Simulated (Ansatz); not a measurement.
Compare A (`C[SiH]1NCS1`) with its isomer B (`C=CS[SiH2]N`).

Calculated with Ansatz (gas phase, PBE0-D4/def2-TZVP geometries, no zero-point term in ΔE). CCSD(T)/CBS is the MP2 limit (def2-TZVPP, def2-QZVPP) plus CCSD(T) − MP2 in def2-TZVPP, frozen cores. Functionals use def2-TZVPP. B3LYP here is the variant with VWN-RPA as its local correlation; programs differ in this. Each species was taken in one conformer, which may not be the lowest.

Problem. Which isomer does CCSD(T)/CBS put lower? Give the gap. (Best estimate.)

Solution. Ansatz gave: A, by 7.3 kcal/mol.

Problem. Give E(B) − E(A) in kcal/mol with B2PLYP, HF/def2-TZVPP, B3LYP, MP2/def2-TZVPP, r2SCAN-D4, PBE-D4, ωB97M-V. (An estimate is asked.)

Solution. Ansatz gave: B2PLYP 5.8, HF/def2-TZVPP 4.7, B3LYP 4.3, MP2/def2-TZVPP 9.0, r2SCAN-D4 7.8, PBE-D4 8.1, ωB97M-V 9.1. None reverses the order clearly.

Largest T1 diagnostic: 0.012.

In def2-TZVPP, CCSD(T) changes the Hartree–Fock value by +2.6 kcal/mol (the triples alone add −0.4 kcal/mol) and MP2 by +4.3 kcal/mol. From PBE to PBE0 (25 % exact exchange), in def2-TZVPP and without D4, E(B) − E(A) moves by +2.7 kcal/mol.
